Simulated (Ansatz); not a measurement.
Correlation energies of CH5AlNO (`C[O][Al][NH2]`) radical by basis set

Cartesian coordinates in Å:
```
C -0.160 1.647 0.894
O -0.029 0.361 0.377
Al 0.008 -0.405 -1.131
N 0.213 -2.163 -1.105
H -1.025 1.698 1.566
H -0.296 2.406 0.114
H 0.730 1.916 1.473
H 0.306 -2.712 -0.264
H 0.252 -2.748 -1.923
```

Charge 0, multiplicity 2. The structure was optimised at the PBE0-D4/def2-TZVP level. It is one conformer, not always the lowest. Frozen core, unrestricted reference, the Gaussian-basis code of Ansatz. CBS rows extrapolate triple and quadruple zeta; past MP2 they add the triple-zeta difference.

```csv
basis,HF (Eh),MP2 corr.,CCSD corr.,(T),CCSD(T) total
def2-SVP,-411.84804,-0.54267,-0.57678,-0.01435,-412.43917
def2-TZVPP,-412.14375,-0.68350,-0.70893,-0.02641,-412.87909
def2-QZVPP,-412.16001,-0.73420,–,–,–
CBS(def2),-412.16224,-0.77175,-0.79717,as TZ,-412.98582
```
